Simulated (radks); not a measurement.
Values are calculated unless marked as measured or tabulated.
Task: The mean radii <r> (bohr) of the occupied orbitals of an atom or ion are listed with their occupations. Level of theory: Dirac Kohn-Sham, LDA (Slater exchange, Perdew-Wang correlation), spin-unpolarised, spherical densities, finite nucleus; Fermi nuclear charge, rms radius of each element as measured or else 0.836 A^(1/3) + 0.57 fm (a radial shooting solver on a logarithmic mesh with Libxc functionals).

orbital  occ.      <r>
1s1/2       2  0.02459
2s1/2       2   0.1048
2p1/2       2  0.08798
2p3/2       4  0.09418
3s1/2       2   0.2787
3p1/2       2   0.2683
3p3/2       4   0.2805
3d3/2       4   0.2515
3d5/2       6   0.2553
4s1/2       2   0.6377
4p1/2       2   0.6563
4p3/2       4   0.6839
4d3/2       4   0.7391
4d5/2       6   0.7489
5s1/2       2    1.502
5p1/2       2    1.668
5p3/2       4    1.741
4f5/2       1    1.056
6f5/2       1    9.815

Name the element and its charge. Open shells, if any, fill j = l - 1/2 first.

Result: Z = 58, cerium, charge +2: Ce2+ in [Xe] 4f1 6f1. The 1s radius gives Z: for a bare nucleus <r> = (2 gamma + 1)/(2Z) with gamma = sqrt(1 - (Z/c)^2), 0.02424 bohr for Z = 58, and screening makes it slightly larger (0.02459 here). The occupations add up to 56, and the charge is Z minus that.
